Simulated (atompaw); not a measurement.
**An all-electron radial function and its pseudo partner (titanium (Ti))**

Columns: radius, all-electron u(r) and pseudo u(r) of the 3d shell (level -15.51 eV) of titanium in the configuration [Ne] 3s2 3p6 3d2 4s0.5 4p0; PBEsol, non-relativistic, PAW (atompaw) scheme, atompaw 4.2.0.5.

| r (bohr) | all-electron | pseudo |
| --- | --- | --- |
| 0.055 | 0.0073 | 0.0005 |
| 0.111 | 0.0419 | 0.0040 |
| 0.166 | 0.1018 | 0.0130 |
| 0.222 | 0.1799 | 0.0301 |
| 0.277 | 0.2643 | 0.0564 |
| 0.332 | 0.3494 | 0.0927 |
| 0.388 | 0.4319 | 0.1401 |
| 0.443 | 0.5060 | 0.1959 |
| 0.498 | 0.5716 | 0.2592 |
| 0.554 | 0.6294 | 0.3292 |
| 0.609 | 0.6771 | 0.4006 |
| 0.665 | 0.7168 | 0.4732 |
| 0.720 | 0.7473 | 0.5413 |
| 0.775 | 0.7701 | 0.6037 |
| 0.831 | 0.7864 | 0.6591 |
| 0.886 | 0.7963 | 0.7040 |
| 0.942 | 0.8011 | 0.7391 |
| 0.997 | 0.8013 | 0.7629 |
| 1.052 | 0.7978 | 0.7767 |
| 1.108 | 0.7910 | 0.7815 |
| 1.163 | 0.7817 | 0.7787 |
| 1.218 | 0.7703 | 0.7702 |
| 1.274 | 0.7568 | 0.7575 |
| 1.329 | 0.7422 | 0.7427 |
| 1.385 | 0.7262 | 0.7263 |
| 1.440 | 0.7096 | 0.7096 |

(1) How many radial nodes do the two functions have?

(2) Is the pseudo-wave norm-conserving?

## Answers

(1) The all-electron 3d function has n − l − 1 = 0; the pseudo-wave has 0.

(2) No, it belongs to a PAW set: the norm inside the radius is not constrained, and the difference is carried by the augmentation charge.
